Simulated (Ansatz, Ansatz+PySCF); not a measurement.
```xyz
2

Be    0.0000    0.0000   -0.2934
H     0.0000    0.0000    1.1738
```

UHF-MP2 on doublet BeH was run in several spherical basis sets with Ansatz (development build ahead of 0.2.0). Frozen core: 0 orbitals.

(1) Rank the basis sets by the total energy that they give, lowest first, with the distance from the lowest.
A. def2-SVP
B. cc-pVDZ
C. cc-pVTZ
D. 6-31G(d)
E. def2-TZVP

## Answers

(1) E (0.00 eV), C (0.43 eV), B (0.78 eV), D (1.05 eV), A (1.34 eV).

Totals follow the description of the cores as much as that of the bonds, so this order isn't one of quality for chemistry.
